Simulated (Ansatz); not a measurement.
A run for Ansatz (a first-principles code): R-PBE0/def2-TZVPPD on CN2O (a complex). Files ending in .json are basis or fitting sets from the Basis Set Exchange.

Ansatz 0.2 input:
```yaml
crystal:
  periodic: [false, false, false]
  atoms:
    - {symbol: C, position_ang: [0.68787463, -0.17168019, -0.67007106]}
    - {symbol: O, position_ang: [-0.27296293, 0.09222424, -0.14784971]}
    - {symbol: N, position_ang: [0.35979203, -0.03901225, 3.09924261]}
    - {symbol: N, position_ang: [-0.62280054, 0.08337772, 3.55682295]}
basis:
  gaussian:
    orbitals: def2-TZVPPD.json
hamiltonian:
  xc: {name: PBE0}
scf: {lower_state_search: off}
```

**Question.** Give the final energy of this run.

**Answer.** -222.6782 hartree.
